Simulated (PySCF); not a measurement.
# input.py for KGe

The script input.py:

```python
from pyscf import gto, scf, solvent

mol = gto.M(
    atom='K 0 0 0; Ge 0 0 3.105',
    basis='lanl2dz',
    ecp={'K': 'lanl2dz', 'Ge': 'lanl2dz'},
    charge=0,
    spin=3,
    verbose=4,
)
mf = scf.UHF(mol)
mf = solvent.PCM(mf)
mf.with_solvent.eps = 2.27
mf.kernel()
mf.mulliken_pop()
mf.dip_moment()
print('orbital energies (hartree):', [e[max(0, n-3):n+3].round(4) for e, n in zip(mf.mo_energy, mol.nelec)])
```

```bash
$ OMP_NUM_THREADS=1 python input.py
```

The log (some set-up lines and the per-cycle HOMO/LUMO lines with their warnings removed):

```
PySCF version 2.14.0

[INPUT] verbose = 4
[INPUT] num. atoms = 2
[INPUT] num. electrons = 13
[INPUT] charge = 0
[INPUT] spin (= nelec alpha-beta = 2S) = 3
[INPUT] symmetry False subgroup None
[INPUT] Mole.unit = angstrom
[INPUT] Symbol           X                Y                Z      unit          X                Y                Z       unit  Magmom
[INPUT]  1 K      0.000000000000   0.000000000000   0.000000000000 AA    0.000000000000   0.000000000000   0.000000000000 Bohr   0.0
[INPUT]  2 Ge     0.000000000000   0.000000000000   3.105000000000 AA    0.000000000000   0.000000000000   5.867599616775 Bohr   0.0

nuclear repulsion = 6.13538795269565
number of shells = 9
number of NR pGTOs = 32
number of NR cGTOs = 20
basis = lanl2dz
ecp = {'K': 'lanl2dz', 'Ge': 'lanl2dz'}

******** <class 'pyscf.solvent._attach_solvent.PCMUHF'> ********
method = PCMUHF
initial guess = minao
damping factor = 0
level_shift factor = 0
DIIS = <class 'pyscf.scf.diis.CDIIS'>
diis_start_cycle = 1
diis_space = 8
diis_damp = 0
SCF conv_tol = 1e-09
SCF conv_tol_grad = None
SCF max_cycles = 50
direct_scf = True
direct_scf_tol = 1e-13
number electrons alpha = 8  beta = 5
******** <class 'pyscf.solvent.pcm.PCM'> (In testing) ********

WARN: PCM is an experimental feature. It is still in testing.
Features and APIs may be changed in the future.

lebedev_order = 29 (302 grids per sphere)
eps = 2.27
frozen = False
Set gradient conv threshold to 3.16228e-05
PCM E_diel = -1.13072561309776e-06
Solvent Energy = -1.13072561309776e-06
init E= -19.93724235883

PCM E_diel = -0.0815416939294647
Solvent Energy = -0.0815416939294647
cycle= 1 E= -30.9297595147837  delta_E=  -11  |g|= 0.339  |ddm|= 2.79
PCM E_diel = -0.0165375604819687
Solvent Energy = -0.0165375604819687
cycle= 2 E= -31.4492519834621  delta_E= -0.519  |g|= 0.176  |ddm|= 2.18
PCM E_diel = -0.0156136302869576
Solvent Energy = -0.0156136302869576
cycle= 3 E= -31.4924272640824  delta_E= -0.0432  |g|= 0.0518  |ddm|= 0.403
PCM E_diel = -0.0161246124084131
Solvent Energy = -0.0161246124084131
cycle= 4 E= -31.4976807140063  delta_E= -0.00525  |g|= 0.00903  |ddm|= 0.177
PCM E_diel = -0.0165460223167853
Solvent Energy = -0.0165460223167853
cycle= 5 E= -31.4980382010525  delta_E= -0.000357  |g|= 0.00328  |ddm|= 0.0448
PCM E_diel = -0.0167538631054109
Solvent Energy = -0.0167538631054109
cycle= 6 E= -31.4980954247725  delta_E= -5.72e-05  |g|= 0.00088  |ddm|= 0.0178
PCM E_diel = -0.0167755031843778
Solvent Energy = -0.0167755031843778
cycle= 7 E= -31.4980993096772  delta_E= -3.88e-06  |g|= 0.00014  |ddm|= 0.00626
PCM E_diel = -0.0167724372458099
Solvent Energy = -0.0167724372458099
cycle= 8 E= -31.4980993966638  delta_E= -8.7e-08  |g|= 2.9e-05  |ddm|= 0.000889
PCM E_diel = -0.0167735868746631
Solvent Energy = -0.0167735868746631
cycle= 9 E= -31.4980994004904  delta_E= -3.83e-09  |g|= 9.89e-06  |ddm|= 0.000213
PCM E_diel = -0.0167745447432694
Solvent Energy = -0.0167745447432694
cycle= 10 E= -31.4980994009744  delta_E= -4.84e-10  |g|= 3.28e-06  |ddm|= 5.95e-05
PCM E_diel = -0.0167747467097256
Solvent Energy = -0.0167747467097256
Extra cycle  E= -31.4980994010181  delta_E= -4.36e-11  |g|= 1.92e-06  |ddm|= 1.25e-05
converged SCF energy = -31.4980994010181  <S^2> = 3.750509  2S+1 = 4.0002545
 ** Mulliken pop       alpha | beta **
pop of  0 K 3s        0.99855 | 0.99897
pop of  0 K 4s        0.06979 | 0.01318
pop of  0 K 5s        0.02447 | 0.01367
pop of  0 K 3px       0.99473 | 0.99460
pop of  0 K 3py       0.99473 | 0.99460
pop of  0 K 3pz       0.99628 | 0.99536
pop of  0 K 4px       0.02752 | 0.00633
pop of  0 K 4py       0.02752 | 0.00633
pop of  0 K 4pz       0.04103 | 0.02408
pop of  0 K 5px       0.00749 | -0.00085
pop of  0 K 5py       0.00749 | -0.00085
pop of  0 K 5pz       0.00534 | 0.00673
[8 lines left out]
In total             8.00000 | 5.00000
 ** Mulliken atomic charges   ( Nelec_alpha | Nelec_beta ) **
charge of  0K =      0.75289  (     4.19494      4.05217 )
charge of  1Ge =     -0.75289  (     3.80506      0.94783 )
Dipole moment(X, Y, Z, Debye): -0.00000,  0.00000, -12.89190
orbital energies (hartree): [array([-0.2336, -0.226 , -0.226 ,  0.0056,  0.0289,  0.0289]), array([-0.9847, -0.983 , -0.3759,  0.0037,  0.0244,  0.0244])]
```

In short: E(SCF) = -31.498099 Eh, 10 cycles, ⟨S²⟩ = 3.751, μz(SCF) = -12.89 D.

It ran on Intel Xeon Platinum 8175M @ 2.50GHz (1 thread, shared host) in 2.5 s.

The bond length is a typed value, not an optimised one. No search for the lowest solution was made.
